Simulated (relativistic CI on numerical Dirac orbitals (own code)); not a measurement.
# Hyperfine structure of Dy15+, mass number 161

Method of calculation: Dirac-Coulomb-Breit CI, KLI orbitals optimised for each configuration, model QED (radiative potential, 1s self-energy scaled to tabulated hydrogen-like ionisation energies), unscaled Slater integrals (own radial code, finite nucleus).

Configuration list (outside the closed core [Kr] 4d10): 4f5, 4f3.5s2, 4f3.5s.5p, 4f4.5p, 4f3.5p2, 4f4.5d. Levels of other configurations are missing.

Nuclear spin I = 5/2, μ = -0.479 μN, Q = 2.51 b (tables of Stone and Pyykkö). The electronic factors are computed for point nuclear moments, without core polarisation or the Bohr-Weisskopf and QED corrections.

```csv
Level,E (eV),A (MHz),B (MHz)
4f5 6H°_5/2,0.0000,-385.2,-3350
4f5 6H°_7/2,0.3020,-267.3,-2860
4f5 6H°_9/2,0.6424,-217.4,-2970
4f5 6H°_11/2,1.0035,-195,-3460
4f5 6H°_13/2,1.3730,-185.9,-4240
4f5 6F°_1/2,1.6127,-761.5,
4f5 6F°_3/2,1.6624,-274.8,-302
4f5 6H°_15/2,1.7404,-184.2,-5260
```

Levels with J = 0, under 50 % of one LS term, or S terms without an open s electron are left out. Small factors come from cancelling terms and can be off by tens of per cent or more.

At this charge energies of transitions that change n are usually good to better than 1 %, and those within a shell (Δn = 0) to a few per cent. Terms inside the open d or f shell come out 10 to 20 % too wide with unscaled integrals. Levels and lines within the n = 5 or 6 shells can be off by up to 10 % or somewhat more, and those that change n by about 2 %, since core polarisation is missing.

**Question.** Give the hyperfine levels of 4f5 6H°_5/2 relative to its centre of gravity.

**Answer.** With K = F(F + 1) − I(I + 1) − J(J + 1), E = AK/2 + B[¾K(K + 1) − I(I + 1)J(J + 1)]/[2I(2I − 1)J(2J − 1)]: F = 0: 1024, F = 1: 1443, F = 2: 1980, F = 3: 2031, F = 4: 691.7, F = 5: -3245 MHz.

LS names give the leading component of a level, which can be under half, so a name can repeat, a term be missing and a line seem to break the LS rules.
